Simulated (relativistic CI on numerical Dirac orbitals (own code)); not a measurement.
**What each ingredient does to the levels of Nb³¹⁺**

Base calculation: Dirac-Coulomb-Breit CI, orbitals from a KLI potential per configuration, a model potential for QED, unscaled Slater integrals.

CI space (outside the closed core 1s2): 2s²2p⁶, 2s²2p⁵3s, 2s²2p⁵3p, 2s²2p⁵3d, 2s2p⁶3s, 2s2p⁶3p, 2s2p⁶3d, 2s²2p⁵4s, 2s²2p⁵4p, 2s²2p⁵4d, 2s²2p⁵4f, 2s2p⁶4s, 2s2p⁶4p, 2s²2p⁴3s², 2s2p⁶4d, 2s2p⁶4f. Levels of other configurations are missing.

Variants: (1) valence Slater integrals scaled by 0.9; (2) configuration mixing switched off; (3) one mean potential for all configurations. Shifts of the energy above 2s²2p⁶ ¹S0, in eV, for the lowest level and the first level of each name with at least 55 % of one term (blank where a level changes its place among those of its configuration and J or its character, or is not in the variant):

```tsv
Level	Base	Δ(1)	Δ(2)	Δ(3)
2s²2p⁶ ¹S0	0.00	0.00	0.00	0.00
2s²2p⁵3s ³P°2	2245.73	+0.22	+0.34	-0.55
2s²2p⁵3s ¹P°1	2249.62	-0.16	+0.40	-0.53
2s²2p⁵3p ³D3	2333.41	+0.34	+0.15	-0.56
2s²2p⁵3p ¹P1	2333.66	+0.29	+0.51	-0.55
2s²2p⁵3p ³P2	2339.16	-0.22	+0.03	-0.53
2s²2p⁵3s ³P°0	2344.03	+0.26	+0.51	-0.45
2s²2p⁵3s ³P°1	2345.89	+0.05	+0.59	-0.43
2s²2p⁵3p ³P0	2360.80	-1.86	+0.41	-0.18
2s²2p⁵3p ³D1	2407.54	+0.28	+0.22	-0.48
2s²2p⁵3d ³P°0	2408.91	+0.99	+0.54	-0.61
2s²2p⁵3d ³P°1	2412.12	+0.73	+0.42	-0.60
2s²2p⁵3d ³F°3	2416.15	+0.16	+0.02	-0.57
2s²2p⁵3d ³F°4	2418.64	+0.46	+0.03	-0.58
2s²2p⁵3d ¹D°2	2421.97	+0.05	+0.08	-0.57
2s²2p⁵3d ³D°3	2426.29	-0.28	-0.02	-0.55
2s²2p⁵3p ¹S0	2432.52	-2.77	+0.87	+0.14
2s²2p⁵3d ³F°2	2513.78	+0.25	+0.03	-0.49
2s2p⁶3s ³S1	2563.44	-0.01	-2.07	-0.55
2s2p⁶3s ¹S0	2576.11	-1.10	+0.03	-0.40
2s2p⁶3p ³P°0	2626.97	-0.07	-1.09	-0.56
2s2p⁶3p ³P°1	2628.23	-0.21	-1.11	-0.56
```

At this charge energies of transitions that change n are usually good to better than 1 %, and those within a shell (Δn = 0) to a few per cent.

Ionisation energy from the two ground configurations alone: base 4014.57 eV. The NIST ASD value (semi-empirical) is 4020.1 eV.

LS names give the leading component of a level, which can be under half, so a name can repeat, a term be missing and a line seem to break the LS rules.
